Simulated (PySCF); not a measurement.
**State search for CsRb⁺**

Unrestricted PBE0; Cs def2-SVP with ECP46, Rb def2-SVP with ECP28; scalar-relativistic core potentials (PySCF 2.14). Outer shells of the fragments: Cs+ closed shells only; Rb 5s1.

Followed along the bond (rough minima from three points):

| 2Ms+1 | unpaired | ⟨S²⟩ at the start | R at minimum (Å) | Te (eV) |
| --- | --- | --- | --- | --- |
| 2 | σ ↑ | 0.75 | 5.26 | 0.00 |

Solutions found at the starting distance of 4.365 Å, counted from the lowest of them; the search is not exhaustive and high or unbound solutions are not listed, so other states can lie among these:

```json
{"2Ms+1": "2", "unpaired": "σ ↑", "term": "²Σ⁺", "E (eV)": "0.00", "⟨S²⟩": "0.75", "⟨Lz²⟩": "0.00", "μ (D)": "1.00"}
{"2Ms+1": "2", "unpaired": "π ↑", "term": "²Π", "E (eV)": "1.80", "⟨S²⟩": "0.75", "⟨Lz²⟩": "1.00", "μ (D)": "1.71"}
{"2Ms+1": "2", "unpaired": "δ ↑", "term": "²Δ", "E (eV)": "2.84", "⟨S²⟩": "0.75", "⟨Lz²⟩": "4.00", "μ (D)": "6.25"}
```

A term symbol is given only where ⟨S²⟩ and ⟨Lz²⟩ are close to those of a pure state; real π, δ and φ orbitals otherwise mix terms. A positive dipole points towards Rb; it is taken about the centre of mass and depends on that origin.

Spin–orbit coupling is left out. Counting both spins, an empty level lies below a filled one in some of these solutions, because spin and occupation are held.
